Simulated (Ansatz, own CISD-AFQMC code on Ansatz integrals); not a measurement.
C4H4, SMILES `C1=CC=C1` (triplet; the order of the spin states depends on the level) (charge 0, multiplicity 3). This triplet lies 0.53 eV above the relaxed singlet at the level frozen-core CCSD(T)/cc-pVTZ // B3LYP-D3(BJ)/def2-TZVP (Ansatz, a quantum-chemistry and plane-wave program); other levels give the other order.

Z-matrix (Å, degrees):
```
C
H 1 1.0781
C 1 1.4375 2 135.00
H 3 1.0781 1 135.00 2 0.00
C 3 1.4376 4 135.00 1 -180.00
H 5 1.0781 3 135.00 4 0.00
C 5 1.4375 6 135.00 3 180.00
H 7 1.0781 5 135.00 6 0.00
```
Charge 0, spin multiplicity 3.

Frozen-core energies in cc-pVDZ from Ansatz at a geometry from B3LYP-D3(BJ)/def2-TZVP; the HF reference has <S^2> = 2.01 and the T1 diagnostic is 0.010.

| level | energy (Ha) | difference from CCSDT(Q) (mHa) |
|---|---|---|
| HF | -153.66548 | 558.84 |
| MP2 | -154.16499 | 59.33 |
| CCSD | -154.19972 | 24.59 |
| CCSD(T) | -154.22172 | 2.60 |
| CCSDT | -154.22240 | 1.92 |
| phaseless AFQMC, CISD trial (own CISD-AFQMC code on Ansatz integrals; ±0.39 mHa) | -154.22329 | 1.03 |
| CCSDT(Q) | -154.22432 | 0.00 |
